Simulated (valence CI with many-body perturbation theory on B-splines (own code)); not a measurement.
**Au⁶⁴⁺: electric-dipole lines**

Computed by configuration interaction combined with many-body perturbation theory (CI+MBPT): five valence electrons over a frozen Dirac-Fock core [Ne], radial functions for each j: 11 s, 11 p, 10 d, 8 f, 5 g, 2 h, with the one-electron correlation potential Σ1 (screened to all orders), the two-electron term Σ2, the three-electron term Σ3, Breit, model QED; selected single and double excitations, second order for the rest, scaled by the run's own slope (own B-spline code, finite nucleus).

No measured spectrum was set against this ion. As an estimate, large intervals hold to a few tenths of a per cent, small ones and those within an open d or f shell to about a per cent. Among the levels kept, up to 3200 cm⁻¹ of a level comes from second order outside the variational space, and about a tenth of that is noise between levels of different J, which matters for small intervals.

Lines 201 to 250 of 575 in falling wavelength, among levels below 13725 × 10³ cm⁻¹, chosen from the strongest by gf and those to the six lowest levels. Wavelengths and rates use the calculated energies. Electric multipoles are in the length gauge, E1 and E2 with the static RPA response of the core. Weak lines are less certain than strong ones. Lines between different terms over intervals too small for the method are left out, as are lines whose strength nearly cancels. The highest levels of a list are the least certain.

Levels are named by their leading jj configuration (3d3/2^4 stands for four electrons in 3d with j = 3/2), which in mixed levels can hold well under half, so a name can repeat and another be missing. Letters in brackets count levels of one name in rising energy.

```csv
λ vac (Å),Upper,Lower,A (s⁻¹),S (a.u.)
31.35,(3s 3p1/2 3p3/2^2 3d5/2) J=5/2 [e],(3s 3p1/2 3p3/2^3) J=5/2,3.98e+11,3.63e-02
31.33,(3s^2 3p1/2 3p3/2 3d5/2) J=5/2 [b],(3s^2 3p1/2 3p3/2^2) J=3/2,7.78e+11,7.08e-02
31.31,(3s^2 3p1/2 3d5/2^2) J=3/2,(3s^2 3p1/2 3p3/2 3d5/2) J=3/2 [a],5.70e+11,3.46e-02
31.30,(3s^2 3p3/2^2 3d5/2) J=5/2 [b],(3s^2 3p3/2^3) J=3/2,1.10e+12,9.97e-02
31.23,(3s^2 3p3/2 3d3/2 3d5/2) J=5/2 [c],(3s^2 3p3/2^2 3d3/2) J=5/2,3.04e+11,2.74e-02
31.22,(3s 3p1/2^2 3d5/2^2) J=9/2,(3s 3p1/2^2 3p3/2 3d5/2) J=9/2,1.85e+11,2.78e-02
31.21,(3s^2 3p3/2 3d3/2 3d5/2) J=3/2 [c],(3s^2 3p3/2^2 3d3/2) J=1/2,6.53e+11,3.92e-02
31.16,(3s 3p1/2^2 3d3/2 3d5/2) J=7/2 [b],(3s 3p1/2^2 3p3/2 3d3/2) J=7/2,5.02e+10,6.00e-03
31.12,(3s 3p1/2 3p3/2^2 3d5/2) J=5/2 [c],(3s 3p1/2 3p3/2^3) J=3/2 [a],4.71e+11,4.20e-02
31.06,(3s^2 3p3/2 3d3/2 3d5/2) J=9/2 [b],(3s^2 3p3/2^2 3d3/2) J=7/2,9.76e+11,1.44e-01
31.06,(3s^2 3p1/2 3d5/2^2) J=7/2,(3s^2 3p1/2 3p3/2 3d5/2) J=7/2 [a],2.35e+11,2.78e-02
31.05,(3s^2 3p3/2 3d3/2 3d5/2) J=3/2 [c],(3s^2 3p3/2^2 3d3/2) J=3/2 [a],3.31e+11,1.95e-02
30.95,(3s 3p1/2^2 3p3/2 3d5/2) J=7/2 [b],(3s 3p1/2^2 3p3/2^2) J=5/2,2.14e+11,2.51e-02
30.86,(3s^2 3p3/2 3d3/2 3d5/2) J=3/2 [b],(3s^2 3p3/2^2 3d3/2) J=5/2,8.72e+10,5.06e-03
30.82,(3s 3p1/2^2 3d3/2 3d5/2) J=5/2 [b],(3s 3p1/2^2 3p3/2 3d3/2) J=5/2 [a],1.19e+11,1.03e-02
30.64,(3s^2 3p3/2 3d3/2 3d5/2) J=5/2 [d],(3s^2 3p3/2^2 3d3/2) J=3/2 [a],9.37e+10,7.98e-03
30.44,(3s 3p1/2 3p3/2^2 3d5/2) J=3/2 [d],(3s 3p1/2 3p3/2^3) J=5/2,1.52e+11,8.44e-03
30.14,(3s^2 3p1/2 3p3/2 3d5/2) J=1/2,(3s^2 3p1/2 3p3/2^2) J=3/2,7.85e+10,2.12e-03
30.08,(3s^2 3p3/2 3d3/2 3d5/2) J=5/2 [d],(3s^2 3p3/2^2 3d3/2) J=7/2,7.84e+10,6.32e-03
29.81,(3s 3p1/2 3p3/2^2 3d5/2) J=5/2 [e],(3s 3p1/2 3p3/2^3) J=3/2 [a],7.47e+10,5.86e-03
23.10,(3s 3p1/2^2 3p3/2 3d3/2) J=5/2 [a],(3s^2 3p1/2^2 3d5/2) J=5/2,4.05e+08,1.48e-05
22.60,(3s 3p1/2^2 3p3/2 3d3/2) J=7/2,(3s^2 3p1/2^2 3d5/2) J=5/2,2.09e+10,9.52e-04
21.83,(3s 3p1/2^2 3p3/2 3d3/2) J=3/2 [b],(3s^2 3p1/2^2 3d5/2) J=5/2,5.07e+09,1.04e-04
21.42,(3s 3p1/2^2 3p3/2 3d3/2) J=5/2 [b],(3s^2 3p1/2^2 3d5/2) J=5/2,7.55e+09,2.20e-04
20.32,(3s^2 3p1/2 3d3/2^2) J=5/2,(3s^2 3p1/2^2 3d5/2) J=5/2,7.20e+08,1.79e-05
20.08,(3s 3p1/2 3p3/2^2 3d5/2) J=7/2 [a],(3s^2 3p1/2 3p3/2 3d5/2) J=5/2 [b],3.04e+11,9.73e-03
19.44,(3s 3p1/2 3p3/2^2 3d5/2) J=9/2 [b],(3s^2 3p1/2 3p3/2 3d5/2) J=7/2 [b],3.83e+11,1.39e-02
19.43,(3s 3p1/2 3p3/2^2 3d5/2) J=7/2 [a],(3s^2 3p1/2 3p3/2 3d5/2) J=5/2 [a],1.16e+11,3.35e-03
19.24,(3s 3p1/2 3p3/2^2 3d3/2) J=5/2 [b],(3s^2 3p1/2 3p3/2 3d3/2) J=3/2 [b],4.07e+11,8.58e-03
19.17,(3s 3p1/2 3p3/2^3) J=3/2 [a],(3s^2 3p1/2 3p3/2^2) J=1/2,4.60e+10,6.39e-04
19.05,(3s 3p1/2 3p3/2^2 3d5/2) J=9/2 [a],(3s^2 3p1/2 3p3/2 3d5/2) J=7/2 [a],7.82e+11,2.67e-02
19.03,(3s 3p1/2 3p3/2^2 3d5/2) J=1/2 [b],(3s^2 3p1/2 3p3/2 3d5/2) J=3/2 [b],4.97e+11,3.38e-03
19.02,(3s 3p1/2 3p3/2^2 3d3/2) J=1/2 [a],(3s^2 3p1/2 3p3/2 3d3/2) J=1/2 [a],1.01e+12,6.84e-03
18.97,(3s 3p1/2 3p3/2^2 3d3/2) J=5/2 [a],(3s^2 3p1/2 3p3/2 3d3/2) J=3/2 [a],4.49e+11,9.07e-03
18.95,(3s 3p1/2 3p3/2 3d3/2^2) J=7/2 [a],(3s^2 3p1/2 3d3/2^2) J=5/2,1.89e+11,5.07e-03
18.90,(3s 3p1/2 3p3/2^2 3d3/2) J=3/2 [c],(3s^2 3p1/2 3p3/2 3d3/2) J=1/2 [b],5.13e+11,6.85e-03
18.90,(3s 3p1/2 3p3/2^2 3d5/2) J=7/2 [a],(3s^2 3p1/2 3p3/2 3d5/2) J=7/2 [a],6.35e+11,1.69e-02
18.86,(3s 3p1/2 3p3/2^2 3d3/2) J=7/2 [b],(3s^2 3p1/2 3p3/2 3d3/2) J=5/2 [b],4.26e+11,1.13e-02
18.85,(3s 3p1/2 3p3/2^2 3d3/2) J=5/2 [a],(3s^2 3p1/2 3p3/2 3d3/2) J=5/2 [a],2.80e+11,5.55e-03
18.79,(3s^2 3p1/2 3d3/2^2) J=3/2,(3s^2 3p1/2^2 3d5/2) J=5/2,2.39e+10,3.13e-04
18.76,(3s 3p1/2 3p3/2^2 3d3/2) J=5/2 [c],(3s^2 3p1/2 3p3/2 3d3/2) J=3/2 [b],1.74e+11,3.40e-03
18.74,(3s 3p1/2^2 3p3/2 3d3/2) J=5/2 [a],(3s^2 3p1/2^2 3d3/2) J=3/2,7.65e+09,1.49e-04
18.72,(3s 3p1/2 3p3/2 3d3/2^2) J=3/2 [a],(3s 3p1/2^2 3p3/2 3d3/2) J=3/2 [b],3.73e+11,4.83e-03
18.70,(3s 3p1/2 3p3/2^2 3d5/2) J=11/2,(3s^2 3p1/2 3p3/2 3d5/2) J=9/2,6.37e+11,2.47e-02
18.68,(3s 3p1/2 3p3/2^3) J=3/2 [a],(3s^2 3p1/2 3p3/2^2) J=5/2,6.78e+10,8.73e-04
18.68,(3s 3p1/2^2 3p3/2 3d3/2) J=3/2 [a],(3s^2 3p1/2^2 3d3/2) J=3/2,8.24e+10,1.06e-03
18.67,(3s 3p1/2 3p3/2^2 3d5/2) J=1/2 [a],(3s^2 3p1/2 3p3/2 3d5/2) J=3/2 [a],7.25e+11,4.66e-03
18.67,(3s 3p1/2 3p3/2^2 3d5/2) J=7/2 [b],(3s^2 3p1/2 3p3/2 3d5/2) J=5/2 [b],2.22e+11,5.70e-03
18.65,(3s 3p1/2 3p3/2^2 3d5/2) J=9/2 [b],(3s^2 3p1/2 3p3/2 3d5/2) J=9/2,4.70e+11,1.50e-02
18.62,(3s 3p1/2^2 3p3/2^2) J=5/2,(3s^2 3p1/2^2 3p3/2) J=3/2,5.52e+11,1.05e-02
```
